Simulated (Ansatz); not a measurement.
`C[NH][AlH][Cl]`, charge 0, multiplicity 1.

Task: Give a relaxed structure at PBE0-D4/def2-TZVP (Ansatz 0.2.0). (Estimate.)

Result: Computed: 
Cartesian coordinates in Å:
```
C -1.008 0.854 -0.147
N 0.219 0.152 -0.459
Al 1.011 -1.095 0.494
Cl 2.793 -1.905 -0.264
H -1.410 0.500 0.805
H -1.783 0.691 -0.905
H -0.855 1.935 -0.052
H 0.623 0.452 -1.334
H 0.409 -1.585 1.861
```
Point group Cs.
This is one stationary point; other conformers may exist.
